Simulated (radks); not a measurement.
Coulomb parameter of the 4d shell of neutral palladium in the model configuration [Kr] 4d9 5s1, as a second difference U = [E(n + 0.25) + E(n - 0.25) - 2 E(n)] / (0.25)^2 with all orbitals relaxed. "Bare": the charge of the atom changes with n. "Screened": the 5s shell takes up the change at fixed total charge, which measures U(4d,4d) + U(5s,5s) - 2 U(4d,5s). All-electron calculation, scalar-relativistic Kohn-Sham, BLYP, spin-unpolarised, spherical densities, point nucleus. Program: a radial shooting solver on a logarithmic mesh with Libxc functionals.

case,configuration,E - E(n) (eV)
start,[Kr] 4d9 5s1,0.000
bare +0.25,[Kr] 4d9.25 5s1,-1.339
bare -0.25,[Kr] 4d8.75 5s1,1.965
screened +0.25,[Kr] 4d9.25 5s0.75,-0.493
screened -0.25,[Kr] 4d8.75 5s1.25,0.604

U(bare) = 10.024 eV, U(screened by 5s) = 1.776 eV, against the Slater integral F0(4d,4d) = 16.649 eV with frozen orbitals. The step up makes a negative ion, whose loosely bound charge lowers the bare value.
